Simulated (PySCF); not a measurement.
## Correlation energy of O⁺ (oxygen, charge +1)

[He] 2s2 2p3, high-spin 4S determinant. Calculation: PySCF 2.14, in 6-31G* (3s2p1d, 14 functions); the non-relativistic Hamiltonian (point nucleus). Frozen: 1s2; 5 electrons correlated.

MP2 pair energies summed by pair of shells (mhartree):

```tsv
pair	energy	share (%)
2s-2p	-40.63	67.0
2p-2p	-13.81	22.8
2s-2s	-6.20	10.2
```

Total MP2 correlation energy: -60.64 mhartree.

Same-spin part -16.54 and opposite-spin part -44.10 mhartree; SCS-MP2 scales them by 1/3 and 6/5 to -58.44 mhartree.

```json
{"level": "CCSD", "correlation energy (mhartree)": "-76.07"}
{"level": "(T)", "correlation energy (mhartree)": "-0.54"}
{"level": "CCSD(T)", "correlation energy (mhartree)": "-76.61"}
```

Diagnostics: T1 = 0.0048, D1 = 0.0077, largest double amplitude 0.038.

Problem. Is a single reference adequate?

Solution. Yes: T1 lies below 0.03 and no double amplitude reaches 0.07.
